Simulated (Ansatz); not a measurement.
Cost and result for the atomization energy of `[CH]=C[SiH2]F` radical (8 atoms, 7 bonds).

Total charge 0; spin multiplicity 2. All single points use the PBE0-D4/def2-TZVP geometry. It is one conformer, not always the lowest. Program: Ansatz. All runs use 4 threads of an INTEL XEON PLATINUM 8581C on a shared host. Times are those of one run each, without the atoms' runs, and a repeat can differ threefold. Electronic energies, without spin–orbit coupling; frozen cores. CCSD(T)/CBS adds CCSD(T) − MP2 in def2-TZVPP to the MP2 limit, and its time is that of the two runs behind it. T1 = 0.030; ⟨S²⟩ of the reference is 0.92.

CCSD(T)/CBS is a level of theory with its own doubt, some kJ/mol a heavy atom from the limit and from the frozen cores, so smaller differences don't rank the functionals.

```json
{"level": "BLYP-D4/def2-TZVPP", "functions": "191", "wall time": "1.5 s", "atomization (kJ/mol)": "2997.6", "difference from CCSD(T)/CBS": "0.9", "per bond": "0.1"}
{"level": "PBE-D4/def2-TZVPP (with forces)", "functions": "191", "wall time": "1.6 s", "atomization (kJ/mol)": "3050.3", "difference from CCSD(T)/CBS": "53.6", "per bond": "7.7"}
{"level": "CAM-B3LYP-D4/def2-TZVPP", "functions": "191", "wall time": "2.8 s", "atomization (kJ/mol)": "3014.3", "difference from CCSD(T)/CBS": "17.6", "per bond": "2.5"}
{"level": "PBE-QIDH/def2-TZVPP", "functions": "191", "wall time": "3.6 s", "atomization (kJ/mol)": "2977.2", "difference from CCSD(T)/CBS": "-19.5", "per bond": "-2.8"}
{"level": "r2SCAN-D4/def2-TZVPP (with forces)", "functions": "191", "wall time": "3.7 s", "atomization (kJ/mol)": "3018.9", "difference from CCSD(T)/CBS": "22.2", "per bond": "3.2"}
{"level": "B2PLYP/def2-TZVPP", "functions": "191", "wall time": "3.9 s", "atomization (kJ/mol)": "2972.1", "difference from CCSD(T)/CBS": "-24.6", "per bond": "-3.5"}
{"level": "CCSD(T)/def2-SVP", "functions": "80", "wall time": "4.6 s", "atomization (kJ/mol)": "2818.8", "difference from CCSD(T)/CBS": "-177.9", "per bond": "-25.4"}
{"level": "B97M-V/def2-TZVPP", "functions": "191", "wall time": "6 s", "atomization (kJ/mol)": "3007.2", "difference from CCSD(T)/CBS": "10.5", "per bond": "1.5"}
{"level": "ωB97X-V/def2-TZVPP", "functions": "191", "wall time": "6.5 s", "atomization (kJ/mol)": "3001.1", "difference from CCSD(T)/CBS": "4.4", "per bond": "0.6"}
{"level": "ωB97M-V/def2-TZVPP (with forces)", "functions": "191", "wall time": "6.5 s", "atomization (kJ/mol)": "3000.6", "difference from CCSD(T)/CBS": "3.9", "per bond": "0.6"}
{"level": "MP2/def2-QZVPP", "functions": "361", "wall time": "15 s", "atomization (kJ/mol)": "2997.7", "difference from CCSD(T)/CBS": "1.0", "per bond": "0.1"}
{"level": "CCSD(T)/def2-TZVPP", "functions": "191", "wall time": "80 s", "atomization (kJ/mol)": "2918.9", "difference from CCSD(T)/CBS": "-77.8", "per bond": "-11.1"}
{"level": "CCSD(T)/CBS(def2)", "functions": "–", "wall time": "95 s", "atomization (kJ/mol)": "2996.7", "difference from CCSD(T)/CBS": "0.0", "per bond": "0.0"}
```

From r2SCAN to r2SCAN0 (25 % exact exchange), in def2-TZVPP and without D4, the atomization energy moves by −49.0 kJ/mol: exact exchange takes away binding that semilocal exchange gives to molecules. At CCSD(T), def2-SVP lies −177.9 kJ/mol from the extrapolated value and def2-TZVPP −77.8 kJ/mol: correlation converges slowly with the basis, and small sets miss more of it in the bonded molecule than in its fragments. The D4 term adds +21.5 kJ/mol with B3LYP and +11.1 kJ/mol with PBE0; it sums over pairs of atoms, weighted by their polarisabilities, and B3LYP, whose exchange is more repulsive, gets the larger term.

B3LYP here is the variant with VWN-RPA as its local correlation; programs differ in this.
